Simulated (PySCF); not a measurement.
# Excitation energy of Sn by level of theory

Sn [Kr] 4d10 5s2 5p2 (3P) → Sn [Kr] 4d10 5s1 5p2 6s1 (5P), as a difference of total energies. Computed with PySCF 2.14 in aug-cc-pVQZ-PP with one added diffuse shell each of s, p, d, f, g type with ECP28MDF (8s8p6d4f3g, 117 functions), with scalar relativity through the core potential. Correlated levels: valence: 4s2 4p6 4d10 frozen. The calculations carry no spin-orbit coupling.

```
           method  excitation energy (eV)
              UHF                   8.132
              LDA                  10.498
              PBE                  10.160
             PBE0                   9.885
           r2SCAN                   9.921
        CAM-B3LYP                  10.320
          wB97M-V                   9.915
    MP2 (valence)                   9.059
SCS-MP2 (valence)                   9.360
```

**Question.** How much does correlation contribute at MP2 (valence)?

**Answer.** 9.059 − (8.132) = 0.927 eV, measured against UHF.

The upper state lies above the first ionisation limit, but in LS coupling its spin forbids autoionisation to the ground ion; at this Z spin-orbit coupling breaks that rule. A Rydberg-like electron needs more diffuse functions than a valence basis has.

The promoted electron is Rydberg-like, and one or two diffuse shells describe it only roughly, which tends to raise the upper state.
